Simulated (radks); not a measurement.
These are the eigenvalues of the occupied orbitals of an atom or ion with whole-number occupations (eV). All-electron calculation, Dirac Kohn-Sham, LDA (Slater exchange, Perdew-Zunger correlation), spin-unpolarised, spherical densities, finite nucleus; Fermi nuclear charge, rms radius of each element as measured or else 0.836 A^(1/3) + 0.57 fm. Program: a radial shooting solver on a logarithmic mesh with Libxc functionals.

| orbital | eigenvalue |
|---|---|
| 1s1/2 | -229.1845 |

Which element is it, and in what charge state? The configuration may be excited. Open shells, if any, are shared by 2j + 1.

Answer. Z = 5, boron, charge +3: B3+ in [He]. The 1s level, -8.4224 hartree, gives Z - s = 4.1 by -(Z - s)^2/2, which with screening and relativity narrows Z to a few neighbours, and the depths must fix Z and the occupations together.
